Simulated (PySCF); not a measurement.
# Excitation energy of Zr by level of theory

Zr [Kr] 4d2 5s2 (3F) → Zr [Kr] 4d3 5s1 (5F), as a difference of total energies. Calculation: PySCF 2.14, in aug-cc-pVTZ-DK; the spin-free X2C one-electron Hamiltonian (Gaussian nucleus). Correlated levels: valence: [Kr] frozen. The calculations carry no spin-orbit coupling.

```json
{"method": "UHF", "excitation energy (eV)": "0.013"}
{"method": "MP2 (valence)", "excitation energy (eV)": "0.499"}
{"method": "SCS-MP2 (valence)", "excitation energy (eV)": "0.990"}
{"method": "CCSD (valence)", "excitation energy (eV)": "0.616"}
{"method": "CCSD(T) (valence)", "excitation energy (eV)": "0.677"}
```

Errors of the correlated levels include the incompleteness of this basis and the frozen core.

Problem. Which method comes closest to the reference value, and which is furthest?

Solution. The reference is 0.588 eV (measured; NIST levels, between the centres of gravity of the two terms). Closest: CCSD (valence) (error 0.028 eV); furthest: UHF (error -0.575 eV).
